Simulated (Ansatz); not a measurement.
Ideal-gas functions of B2H4SSi (`B[SiH]1BS1`) at 500 K and 1 bar, from an Ansatz frequency run at PBE0-D4/def2-TZVP.

Molar mass 85.81 g/mol, point group C1 (symmetry number 1), electronic degeneracy 1, moments of inertia 51.111, 163.188, 175.768 u Å². Harmonic wavenumbers (cm⁻¹, unscaled): 117, 168, 263, 427, 553, 583, 627, 655, 711, 766, 821, 890, 923, 1153, 2228, 2593, 2687, 2731.

Use S(trans) = R[1.5 ln M + 2.5 ln T − 1.1517]; rotational temperatures θ = 24.2544 K / I; S(rot) = R[ln(√π/σ · √(T³/θAθBθC)) + 1.5]; for each mode x = 1.438777 ν̃/T, S = R[x/(eˣ − 1) − ln(1 − e⁻ˣ)] and H = RT x/(eˣ − 1); 1 cm⁻¹ = 0.0119627 kJ/mol; R = 8.31446 J/(mol·K).

Problem. By hand: the entropy, in J/(mol·K).

Solution. Translation 175.1. Rotation: θ = 0.4745, 0.1486, 0.138 K, giving 114.0. Vibration, mode by mode: 17.41, 14.44, 10.83, 7.11, 5.28, 4.92, 4.45, 4.18, 3.68, 3.25, 2.86, 2.45, 2.27, 1.34, 0.10, 0.04, 0.03, 0.03, in all 84.7. Electronic 0.0. Sum 373.8 J/(mol·K).

Problem. By hand: H − E and G − E in kJ/mol, counted from the electronic energy.

Solution. Zero-point energy ½ × 18896 × 0.0119627 = 113.0; thermal vibration 23.6; translation, rotation and pV give 4 RT = 16.6. H − E = 153.2 kJ/mol, and G − E = 153.2 − 500 × 373.8/1000 = -33.7 kJ/mol.

Vibration gives 23 % of the entropy, 17.4 J/(mol·K) of it from the mode under 150 cm⁻¹: soft modes count most, and the harmonic formula is weakest for them. The sum counts one conformer and one mirror image; others add a mixing term.
